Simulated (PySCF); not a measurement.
## Optical rotation: `CS[C@]1(F)C[C@@H]1[SiH3]`, C4H9FSSi

Cartesian coordinates in Å; atom numbers follow the order of the lines, from 1:
```xyz
16

C     2.644    0.317    0.380
S     1.159   -0.694    0.678
C     0.192   -0.153   -0.727
F     0.695   -0.648   -1.904
C    -0.393    1.217   -0.784
C    -1.287    0.008   -0.628
Si   -2.171   -0.340    1.005
H     2.394    1.369    0.479
H     3.373    0.032    1.130
H     3.023    0.100   -0.615
H    -0.252    1.862    0.070
H    -0.368    1.728   -1.736
H    -1.813   -0.287   -1.529
H    -3.582   -0.025    0.778
H    -1.621    0.536    2.038
H    -1.998   -1.747    1.355
```

Theory: TDDFT B3LYP/aug-cc-pVDZ circular dichroism and optical rotation, one conformer, gas phase in PySCF. Geometry: GFN2-xTB.

The molecule is flexible and this is one conformer; a measurement averages over conformers. States above about 6.6 eV (minus the energy of the highest occupied orbital) lie near or above the ionisation threshold and depend on the basis.

Stereocentres: C3 R, C6 S.

**Question.** Give the optical rotatory dispersion at 633, 589.3, 546, 436, 405, 365, 355 nm.

**Answer.** [α] in deg dm⁻¹ (g/mL)⁻¹:
```tsv
λ (nm)	origin-invariant length gauge	modified velocity gauge	length gauge (centre of mass)	isotropic polarisability (au)
633	-53.9	-53.1	-55.9	99.3
589.3	-63.4	-62.4	-65.6	99.7
546	-75.5	-74.5	-78.2	100.3
436	-131.3	-130.0	-135.8	102.5
405	-160.3	-158.8	-165.5	103.6
365	-217.5	-216.1	-224.2	105.4
355	-237.5	-236.2	-244.8	106.0
```

**Question.** And for the mirror image at 589.3 nm?

**Answer.** +63.4 deg dm⁻¹ (g/mL)⁻¹ (origin-invariant length gauge): the same size and the opposite sign.

**Question.** What is the molar rotation [Φ] = [α]·M/100 of the geometry above at 589.3 nm?

**Answer.** With M = 136.26 g/mol, -86.3 deg cm² dmol⁻¹ (origin-invariant length gauge).

The first excitation lies at 5.28 eV (235 nm) with R = -0.3 × 10⁻⁴⁰ esu² cm² (velocity form).
